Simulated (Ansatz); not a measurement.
System: sum formula BH3S3, net charge 0, singlet state. 
Geometry from a B3LYP-D3(BJ)/def2-TZVP (Ansatz, a first-principles code) optimisation:
SMILES: SB(S)S
```xyz
7

S      1.3678    -1.1528    -0.2197
B     -0.0061     0.0105    -0.0032
S     -1.2405    -0.3290     1.2730
S      0.0074     1.4315    -1.1243
H      1.0136    -2.0175     0.7458
H     -2.0310     0.7403     1.0851
H     -1.1078     2.0304    -0.6788
```

Dipole moments at this geometry, in debye (magnitudes).

```
level                    program  dipole (D)
-----------------------  -------  ----------
SVWN5/def2-TZVPD          Ansatz        1.50
BHLYP/def2-TZVPD          Ansatz        1.56
r2SCANh/def2-TZVPD        Ansatz        1.55
r2SCAN0/def2-TZVPD        Ansatz        1.58
wB97M-V/def2-TZVPD        Ansatz        1.49
CCSD(T)/aug-cc-pV(D+d)Z   Ansatz         ___
```

Q: What belongs in the gaps?

A: 
- CCSD(T)/aug-cc-pV(D+d)Z, dipole (D): 1.51
